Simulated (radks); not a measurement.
Problem. These are the eigenvalues of the occupied orbitals of an atom or ion with whole-number occupations (hartree). All-electron calculation, Dirac Kohn-Sham, BLYP, spin-unpolarised, spherical densities, finite nucleus; Fermi nuclear charge, rms radius of each element as measured or else 0.836 A^(1/3) + 0.57 fm. Program: a radial shooting solver on a logarithmic mesh with Libxc functionals.

| orbital | eigenvalue |
|---|---|
| 1s1/2 | -459.8891 |
| 2s1/2 | -59.42621 |
| 2p1/2 | -53.36142 |
| 2p3/2 | -51.82549 |
| 3s1/2 | -8.20993 |
| 3p1/2 | -6.13678 |
| 3p3/2 | -5.92053 |
| 3d3/2 | -2.34590 |
| 3d5/2 | -2.31296 |
| 4s1/2 | -0.98000 |
| 4p1/2 | -0.56975 |
| 4p3/2 | -0.55337 |

Which element is it, and in what charge state? The configuration may be excited. Open shells, if any, fill j = l - 1/2 first.

Solution. Z = 34, selenium, charge +1: Se+ in [Ar] 3d10 4s2 4p3. The list shows which subshells hold electrons but not how many an open one holds; the 1s level, -459.89 hartree, gives Z - s = 30.3 by -(Z - s)^2/2, which with screening and relativity narrows Z to a few neighbours, and the depths of the outer levels then fix element, charge and occupations together.
